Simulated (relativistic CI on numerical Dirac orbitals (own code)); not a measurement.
# Hyperfine structure of Ir44+, mass number 191

Calculated at this level of theory: Dirac-Coulomb-Breit CI, KLI orbitals optimised for each configuration, QED by a radiative potential, unscaled Slater integrals (own radial code, finite nucleus).

Configurations in the expansion (outside the closed core [Ar] 3d10): 4s²4p³, 4s4p⁴, 4s²4p²4d, 4p⁵, 4s4p³4d, 4s²4p²4f, 4s4p³4f, 4p⁴4d, 4s4p²4d², 4s²4p4d4f, 4p⁴4f, 4s²4p4d², 4s²4d³, 4s4p4d³, 4s²4d²4f, 4s4p4d²4f, 4p³4d², 4p²4d³, 4p²4d²4f. Double excitations out of closed p, d and f shells are left out; levels of such configurations are missing from the list, as are those of other unlisted configurations, and high levels can miss mixing partners.

Nuclear spin I = 3/2, μ = 0.1502 μN, Q = 0.816 b (tables of Stone and Pyykkö). The electronic factors are computed for point nuclear moments, without core polarisation or the Bohr-Weisskopf and QED corrections.

| Level | E (eV) | A (GHz) | B (GHz) |
| --- | --- | --- | --- |
| 4s²4p³ ²D°5/2 | 116.954 | 18.58 | -0.149 |
| 4s²4p³ ²P°1/2 | 124.591 | 64.93 |  |
| 4s4p⁴ ⁴P5/2 | 218.795 | 39.54 | 40.9 |
| 4s4p⁴ ²S1/2 | 233.512 | 188.9 |  |
| 4s²4p³ ²P°3/2 | 236.666 | 7.157 | -120 |
| 4s²4p²4d ⁴D1/2 | 275.339 | 25.61 |  |

Levels with J = 0, under 50 % of one LS term, or S terms without an open s electron are left out. Small factors come from cancelling terms and can be off by tens of per cent or more.

At this charge energies of transitions that change n are usually good to better than 1 %, and those within a shell (Δn = 0) to a few per cent.

(1) Give the hyperfine levels of 4s²4p³ ²P°1/2 relative to its centre of gravity.

## Answers

(1) With K = F(F + 1) − I(I + 1) − J(J + 1), E = AK/2: F = 1: -81.16, F = 2: 48.7 GHz.

LS names give the leading component of a level, which can be under half, so a name can repeat, a term be missing and a line seem to break the LS rules.
